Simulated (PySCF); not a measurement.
All of these have the formula C7H12O. The calculation used PySCF 2.14.0, density-fitted response routines, TDDFT CAM-B3LYP/def2-SVPD, vertical, gas phase, core orbitals frozen in the response. Geometries: PBE0-D3(BJ)/def2-SVP; one conformer of each isolated species. Triplets are in the Tamm–Dancoff approximation.

A. `O(C)[C@H]1[C@H]2CC[C@H]2C1`
B. `O=CC1CCCCC1`
C. `CC[C@@H]1CCC(=O)C1`
D. `C=CC/C=C\OCC`

Lowest singlet levels (six at most, fewer where fewer were computed) with oscillator strengths:

1. 4.29 eV (f 0.000); 7.22 eV (f 0.019); 7.37 eV (f 0.003); 7.51 eV (f 0.035); 7.90 eV (f 0.015); 8.05 eV (f 0.005); T1 3.70 eV
2. 4.32 eV (f 0.000); 6.96 eV (f 0.024); 7.73 eV (f 0.002); 7.88 eV (f 0.022); 7.92 eV (f 0.004); 8.16 eV (f 0.017)
3. 6.15 eV (f 0.142); 6.21 eV (f 0.375); 6.76 eV (f 0.005); 6.99 eV (f 0.197); 7.04 eV (f 0.024); 7.22 eV (f 0.090); T1 4.04 eV
4. 6.99 eV (f 0.019); 7.49 eV (f 0.003); 7.77 eV (f 0.032); 7.85 eV (f 0.033); 7.90 eV (f 0.007); 8.07 eV (f 0.008)

Problem. Which spectrum belongs to which structure?

Solution. 1 = B, 2 = C, 3 = D, 4 = A.
- A: S1 at 6.99 eV, HOMO→LUMO (86%); Löwdin shares by element: HOMO oxygen 38%, carbon 26% or more, hydrogen 6% or more (atoms not listed hold the other 30%); LUMO carbon 23% or more, hydrogen 17% or more (atoms not listed hold the other 60%); HOMO -8.56 and LUMO 1.36 eV.
- B: S1 at 4.29 eV, HOMO→LUMO (92%); S1 has the pattern of n→π* at C=O; HOMO -8.82 and LUMO 0.41 eV.
- C: S1 at 4.32 eV, HOMO→LUMO (93%); S1 has the pattern of n→π* at C=O; HOMO -8.51 and LUMO 0.61 eV.
- D: S1 at 6.15 eV, HOMO→LUMO (41%), HOMO→LUMO+1 (29%), HOMO→LUMO+2 (20%); Löwdin shares by element: HOMO carbon 58% or more, oxygen 24% (atoms not listed hold the other 18%); LUMO carbon 62% or more (atoms not listed hold the other 38%); HOMO -7.61 and LUMO 1.29 eV.
B and C have S1 within 0.03 eV of each other; their strongest listed levels stand at 7.51 eV (f 0.035) and 6.96 eV (f 0.024).
